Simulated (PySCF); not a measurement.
SeCl₃, SMILES Cl[Se+](Cl)Cl, charge +1. Atoms are numbered in the order given.

```xyz
4

Se     0.0000     0.0000     0.5723
Cl     1.6255    -0.9385    -0.3815
Cl    -1.6255    -0.9385    -0.3815
Cl     0.0000     1.8770    -0.3815
```
Charge +1, spin multiplicity 1.

Geometry: ωB97X-D3(BJ)/def2-SVP. The spin state was assumed, not searched. The isomer is the one that the SMILES or the coordinates give; other isomers of the formula were not compared.

Computed with PBE0/pcSseg-1 run with PySCF.

GIAO shieldings, no solvent; atoms alike by connectivity are averaged. δ = σ(ref) − σ: ⁷⁷Se against Me2Se (σ = 1740.1 ppm); ³⁵Cl against HCl (σ = 945.9 ppm), references at their B3LYP-D3(BJ)/def2-TZVP geometries, non-relativistic (without spin–orbit terms, shifts of atoms bonded to Cl or Br come out too high).

```csv
nucleus,atoms,count,δ (ppm)
⁷⁷Se,Se1,1,1563.1
³⁵Cl,"Cl2, Cl3, Cl4",3,692.6
```
